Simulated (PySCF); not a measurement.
Point-charge models of `C=C[Si@@H](Cl)n1cccn1` against its computed dipole.

Coordinates (GFN2-xTB, Å) and charges (e) from the PBE0/pcSseg-1 density (PySCF):

```
atom       x       y       z  Mulliken      IAO  Hirshfeld  ESP-fitted
  C1   3.277   0.249   0.426   -0.1411  -0.2620    -0.0731     -0.4171
  C2   2.005   0.622   0.391   -0.4889  -0.4412    -0.1410     -0.0613
 Si3   0.750   0.065  -0.888   +1.0000  +1.0643    +0.4107     +0.2234
 Cl4   1.147  -1.769  -1.619   -0.3139  -0.2991    -0.0919     -0.1447
  N5  -0.783  -0.070  -0.036   -0.5325  -0.2563    -0.0671     +0.2509
  C6  -1.815  -0.943  -0.166   +0.2309  -0.0933    -0.0223     -0.1552
  C7  -2.807  -0.546   0.688   -0.2992  -0.2491    -0.0976     -0.3552
  C8  -2.289   0.607   1.309   +0.1615  -0.0653    -0.0221     +0.1187
  N9  -1.085   0.880   0.869   -0.2551  -0.2552    -0.1394     -0.4566
 H10   3.691  -0.433  -0.300   +0.1209  +0.1484    +0.0425     +0.1985
 H11   3.959   0.600   1.185   +0.1289  +0.1580    +0.0556     +0.1871
 H12   1.635   1.303   1.147   +0.1596  +0.1789    +0.0463     +0.1130
 H13   0.568   0.990  -2.005   -0.0597  -0.1303    -0.0691     -0.0031
 H14  -1.752  -1.769  -0.844   +0.1049  +0.1700    +0.0534     +0.1701
 H15  -3.760  -1.005   0.851   +0.0885  +0.1662    +0.0555     +0.2012
 H16  -2.751   1.229   2.051   +0.0952  +0.1661    +0.0599     +0.1303
```

Task: Form Σ q r in debye for every column and set it beside the full dipole.

Result: The full density gives (0.31, -0.29, -0.22) D, 0.48 D in size; dipole vectors point from the negative to the positive end.

| scheme | μx | μy | μz | size (D) | share of the full size (%) | angle to the full dipole (°) |
| --- | --- | --- | --- | --- | --- | --- |
| Mulliken | 0.47 | 0.74 | -1.27 | 1.54 | 323 | 73 |
| IAO | 1.05 | 0.51 | -1.21 | 1.68 | 352 | 57 |
| Hirshfeld | 0.94 | -0.21 | -0.69 | 1.18 | 248 | 27 |
| ESP-fitted | 0.29 | -0.25 | -0.20 | 0.43 | 91 | 3 |

Task: Which set comes closest?

Result: Length of the difference vector: ESP-fitted 0.05 D, Hirshfeld 0.79 D, IAO 1.47 D, Mulliken 1.48 D. Closest: ESP-fitted. ESP charges are fitted to the potential around the molecule, whose slowest-falling term is the dipole's. The schemes that divide the density aren't constrained to reproduce the dipole.

Task: What is left for the Hirshfeld atoms' own dipoles?

Result: The shares of the density sum to the whole, so what Σ q r misses lies in dipoles about the nuclei. The atomic dipoles sum to (0.31, -0.29, -0.22) − (0.94, -0.21, -0.69) = (-0.63, -0.08, 0.47) D, 0.79 D in size.

Task: With the origin at the mean of the coordinates, (0.000, 0.001, 0.191) Å, which are the largest single terms, by size, of the Mulliken dipole along the direction of the full one?

Result: Si3 +4.55, Cl4 -4.01, C7 +2.44, C2 -1.91, N9 +1.90 D; all 16 atoms together +0.44 D. The single terms depend on the origin, their sum doesn't.

Task: Give the size of the full dipole in other units.

Result: 0.48 D = 0.188 au = 0.099 e·Å = 1.59 × 10⁻³⁰ C·m.

Isolated species at its GFN2-xTB geometry (one conformer only).

The run behind these numbers computed NMR shieldings as well. Time: 80 s wall (with the writing of density and orbital grids); peak memory 0.90 GiB. Hardware: one thread, Arm Neoverse N1 (aarch64), shared host.

The values belong to the conformer `[CH2:1]=[CH:2][Si@@H:3]([Cl:4])[n:5]1[cH:6][cH:7][cH:8][n:9]1`: C1–C2–Si3–Cl4 29°, C2–Si3–N5–C6 -144°.
